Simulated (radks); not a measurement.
Valence configurations of B I (all share [He]). Method: non-relativistic Kohn-Sham, TPSS, spin-unpolarised, spherical densities, point nucleus; meta-GGA in the generalised Kohn-Sham scheme; computed with a radial shooting solver on a logarithmic mesh with Libxc functionals. Energies are relative to 2s2 2p1; eigenvalues in eV.

valence      E (eV)   e(2p)    e(2s)
2s2 2p1       0.000  -3.511   -9.702
2s1.5 2p1.5   3.088  -3.768   -9.930
2s1 2p2       6.162  -3.998  -10.128
2s0.5 2p2.5   9.217  -4.208  -10.301
2p3          12.255  -4.401        -

NIST lists [He] 2s2 2p1 as the ground configuration; this level of theory agrees among the configurations tried. The energies are those of spherical spin-averaged densities, not of single terms.
